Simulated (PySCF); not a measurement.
Compound: C₅H₆F₂OSi.
Numbering: `[CH3:1][C:2](=[O:3])[C:4]1=[CH:5][SiH2:6][C:7]1([F:8])[F:9]`

Cartesian coordinates in Å at the GFN2-xTB level; atoms count from 1:
```
atom  x, y, z in Å
C1     2.2404   -0.4545    0.3912
C2     1.3126    0.6898    0.6753
O3     1.6615    1.7373    1.1700
C4    -0.1018    0.4560    0.3026
C5    -1.1548    1.2870    0.4352
Si6   -2.4520    0.1160   -0.2998
C7    -0.7073   -0.7834   -0.3238
F8    -0.1609   -1.1063   -1.5378
F9    -0.5499   -1.9134    0.4342
H10    2.2182   -0.6869   -0.6728
H11    1.9028   -1.3402    0.9280
H12    3.2532   -0.2027    0.6939
H13   -1.1072    2.2800    0.8502
H14   -2.9581    0.4266   -1.6288
H15   -3.4010   -0.4972    0.6181
```

NICS is the negative of the GIAO shielding at a point without a nucleus: at the ring centre (0) and 1 Å above and below it (1); zz is the component along the ring normal. Level: GIAO PBE0/pcSseg-1 (PySCF, non-relativistic, gas phase) on the GFN2-xTB geometry, one conformer.

Ring bond lengths (Å), with Mayer bond orders in brackets: C4–C5 1.348 (1.75), C5–Si6 1.896 (0.92), Si6–C7 1.963 (0.84), C7–C4 1.515 (0.93).

Q: What do the NICS probes read (ppm)?

A: 
```tsv
ring	type	NICS(0)	NICS(1), two faces	NICS(1)zz, two faces	rms pucker (Å)	centre to ring atoms, mean (Å)
C4–C5–Si6–C7	4-membered ring with Si; formal bonds 1 double, 3 single	0.2	-3.3 / -3.4	1.4 / 1.4	0.00	1.18
```

Q: What can be read from them?

A: 
- C4–C5–Si6–C7: mean NICS(1)zz 1.4 ppm, near zero. Si6, C7 have four or more neighbours, so the value isn't read as a sign of a π ring current.

Q: What are the shieldings of the ring atoms and their hydrogens in the same run (means over atoms taken as equivalent)?

A: 
| atoms | environment | σ isotropic (ppm) |
| --- | --- | --- |
| C4 | fully substituted alkene carbon | 18.2 |
| C5 | alkene CH carbon | 27.1 |
| Si6 | SiH2 silicon | 374.4 |
| C7 | CF2 carbon | 53.9 |
| H13 | vinylic hydrogen | 23.88 |
| H14 (×2) | Si–H hydrogen | 26.59 |
